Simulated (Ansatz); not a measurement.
Calculated with Ansatz (gas phase, PBE0-D4/def2-TZVP geometries, no zero-point term in ΔE). CCSD(T)/CBS is the MP2 limit (def2-TZVPP, def2-QZVPP) plus CCSD(T) − MP2 in def2-TZVPP, frozen cores. This one scheme is used for every species. Functionals use def2-TZVPP. For Zn outer-core shells are correlated without core-valence functions, which leaves a few kJ/mol of doubt a bond. Scalar relativity is left out up to krypton. Each species was taken in one conformer, which may not be the lowest.

Reaction (formal hydrolysis of a Zn–O bond): `B[O][Zn][SiH3]` + H₂O → `[OH][Zn][SiH3]` + `BO`

| level | ΔE (kcal/mol) |
| --- | --- |
| CAM-B3LYP-D4 | 1.5 |
| PBE0 | 1.4 |
| r2SCANh | 1.5 |
| MP2/def2-SVP | 6.5 |
| SCS-MP2/def2-TZVPP | 2.5 |
| MP2/def2-QZVPP | 2.3 |
| HF/CBS(def2) | 3.7 |
| MP2/CBS(def2) | 2.2 |

(1) What does CCSD(T)/CBS give? (Best estimate.)

Largest T1 diagnostic among the species: 0.016.

## Answers

(1) Computed: +2.5 kcal/mol. The listed levels differ from it by -1.0, -1.1, -1.0, 4.0, 0.0, -0.2, 1.2, -0.3 kcal/mol.

Leaving LDA and LC-ωPBE aside and taking each functional with its dispersion term where it has one, the values, not all of them listed here, spread over 2.1 kcal/mol, from PBE-D4 to BHLYP-D4. From PBE to PBE0 (25 % exact exchange), in def2-TZVPP and without D4, ΔE moves by +1.2 kcal/mol.

CCSD(T)/CBS has its own doubt, a few kJ/mol and more with outer-core shells, so smaller differences from it don't rank the levels.
